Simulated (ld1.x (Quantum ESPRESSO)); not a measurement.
## Transferability test, PAW potential for tantalum (Ta)

- Element: tantalum (Ta)
- Generator: ld1.x (Quantum ESPRESSO) 7.5
- Type: PAW
- Functional: PBEsol
- Relativity: non-relativistic
- Frozen core: [Kr] 4d10 4f14
- Valence charge: 13
- Reference configuration: 5s2 5p6 5d3 6s2 6p0
- Partial waves: 5s (bound): rcut 1.70, rcutus 1.85 bohr; 6s (bound): rcut 1.70, rcutus 1.85 bohr; 5p (bound): rcut 1.75, rcutus 2.25 bohr; 6p (bound, empty): rcut 1.75, rcutus 2.25 bohr; 5d (bound): rcut 2.50, rcutus 3.00 bohr; 5d channel at 0.75 Ry: rcut 2.50, rcutus 3.00 bohr; 5f channel at 0.4 Ry: rcut 2.05, rcutus 2.60 bohr
- Local potential: all-electron potential smoothed inside 2.80 bohr (lloc = -1)
- Core correction: Bessel-smoothed model core inside 0.90 bohr
- Augmentation charge: GAUSS, radius 1.85 bohr

Energies are relative to the spin-unpolarised reference configuration 5s2 5p6 5d3 6s2 6p0; without spin polarisation the order of configurations can differ from experiment. Not all tests gave a result: test run stopped at test 7 of 7 (negative rho), 1 before it not solved. Left out of the table: 5s2 5p6 5d2 6s0 6p0 (solver errors, printed error -806 eV).

Give the all-electron excitation energy and the error of the potential for: 5s2 5p6 5d3 6s1 6p0; 5s2 5p6 5d3 6s0 6p0; 5s2 5p6 5d3.5 6s1.5 6p0; 5s2 5p6 5d3 6s0 6p2; 5s2 5p6 5d3 6s1.5 6p0.

```json
{"valence configuration": "5s2 5p6 5d3 6s1 6p0", "charge": "+1", "ΔE all-electron (eV)": "7.423", "error AE − PS (meV)": "+0.5"}
{"valence configuration": "5s2 5p6 5d3 6s0 6p0", "charge": "+2", "ΔE all-electron (eV)": "20.786", "error AE − PS (meV)": "+4.4"}
{"valence configuration": "5s2 5p6 5d3.5 6s1.5 6p0", "charge": "0", "ΔE all-electron (eV)": "0.028", "error AE − PS (meV)": "-0.1"}
{"valence configuration": "5s2 5p6 5d3 6s0 6p2", "charge": "0", "ΔE all-electron (eV)": "6.526", "error AE − PS (meV)": "+8.8"}
{"valence configuration": "5s2 5p6 5d3 6s1.5 6p0", "charge": "+0.5", "ΔE all-electron (eV)": "2.998", "error AE − PS (meV)": "+0.1"}
```

Levels in the configuration 5s2 5p6 5d3 6s0 6p0:

```json
{"level": "5s", "all-electron (eV)": "-75.137", "pseudo (eV)": "-75.096"}
{"level": "5p", "all-electron (eV)": "-52.063", "pseudo (eV)": "-52.037"}
{"level": "5d", "all-electron (eV)": "-18.926", "pseudo (eV)": "-18.910"}
```
